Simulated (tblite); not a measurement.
Species: C5H10N2SSi.
SMILES with atom numbers: `[CH3:1][S:2][C@@H:3]1[CH2:4][CH2:5][Si@@:6]1([NH2:7])[C:8]#[N:9]` (hydrogens: H10, H11, H12 on C1; H13 on C3; H14, H15 on C4; H16, H17 on C5; H18, H19 on N7)

Structure used (GFN2-xTB), in Å, numbered top down from 1:
```
atom  x, y, z in Å
C1     2.789   -1.371   -0.347
S2     1.252   -1.400    0.619
C3     0.244   -0.256   -0.377
C4     0.613    1.230   -0.200
C5    -0.734    1.803    0.292
Si6   -1.522    0.065    0.327
N7    -2.074   -0.528    1.838
C8    -2.888   -0.298   -0.893
N9    -3.719   -0.512   -1.650
H10    3.167   -0.354   -0.399
H11    2.596   -1.760   -1.343
H12    3.500   -2.007    0.171
H13    0.317   -0.601   -1.408
H14    0.951    1.686   -1.130
H15    1.395    1.354    0.548
H16   -0.658    2.313    1.249
H17   -1.173    2.503   -0.414
H18   -2.617   -1.376    1.870
H19   -1.451   -0.482    2.629
```

Method: GFN2-xTB as coded in tblite; computed harmonic values from a numerical Hessian at the method's own geometry, unscaled. Errors from tens to a few hundred cm⁻¹ against measured bands are possible. One conformer, not necessarily the lowest.

Harmonic wavenumbers (cm⁻¹): 26.8, 51.0, 76.6, 91.8, 111.3, 141.1, 154.0, 182.7, 194.2, 250.2, 306.3, 325.5, 340.1, 462.4, 516.5, 601.3, 645.8, 688.1, 723.8, 726.6, 807.6, 828.3, 897.6, 937.3, 944.7, 952.9, 990.7, 1037.3, 1063.2, 1110.3, 1187.3, 1204.0, 1221.5, 1281.6, 1317.7, 1452.2, 1453.9, 1462.8, 1482.5, 1491.6, 2361.2, 2951.7, 2985.5, 2997.7, 3014.1, 3016.2, 3023.7, 3024.2, 3058.1, 3461.3, 3497.3.

A = 1851, B = 692.8, C = 672.5 MHz; mass 158.033 u (most abundant isotopes); point group C1, symmetry number 1.

Problem. Zero-point energy?

Solution. Half the sum of the wavenumbers: 31566 cm⁻¹ = 90.25 kcal/mol.

Problem. What is S at 273.15 K and 1 bar for an ideal gas of classical rigid rotors and harmonic oscillators?

Solution. Translation 40.67, rotation 30.04, vibration 38.59: S = 109.3 cal/(mol K).

Problem. And Cp and H(273.15 K) − H(0)?

Solution. Cp = 42.08 cal/(mol K), of which vibrations give 34.13 (their classical limit is 51 R = 101.3); H(273.15 K) − H(0) = 7.39 kcal/mol without the zero-point energy, 5.22 from vibrations.

Problem. Blend soft modes into free rotors: weight 1/[1 + (100 cm⁻¹/ν̃)⁴] for the oscillator and the rest for a rotor with moment μB/(μ + B), μ = h/(8π²ν), B = 10⁻⁴⁴ kg m². What vibrational entropy results?

Solution. 34.59 cal/(mol K) in place of 38.59, which changes −T·S at 273.15 K by +1.09 kcal/mol.

Problem. Which modes carry the vibrational entropy at 273.15 K?

Solution. 26.8 cm⁻¹: 5.88; 51.0 cm⁻¹: 4.61; 76.6 cm⁻¹: 3.80; 91.8 cm⁻¹: 3.45; 111.3 cm⁻¹: 3.08; 141.1 cm⁻¹: 2.62 cal/(mol K); the other 45 give 15.15 together.

Problem. How do the functions run with temperature in this model?

Solution. 
| T (K) | S (cal/(mol K)) | Cp (cal/(mol K)) | H − H(0) (kcal/mol) | G − H(0) (kcal/mol) | ln q(vib) |
| --- | --- | --- | --- | --- | --- |
| 100 | 77.3 | 24.2 | 1.62 | -6.11 | 3.19 |
| 200 | 97.4 | 34.7 | 4.58 | -14.90 | 7.16 |
| 300 | 113.4 | 44.8 | 8.55 | -25.46 | 10.75 |
| 500 | 140.4 | 61.5 | 19.28 | -50.93 | 17.25 |
| 800 | 173.0 | 76.9 | 40.26 | -98.14 | 25.85 |
| 1000 | 190.9 | 83.7 | 56.36 | -134.57 | 30.95 |

q(vib) and H(0) count from the zero-point level.

Hindered rotation and anharmonicity are outside this model. Other conformers, if any are populated, would add a mixing term that is left out. The structure is chiral; the term R ln 2 for an equal mix with its mirror image is left out.
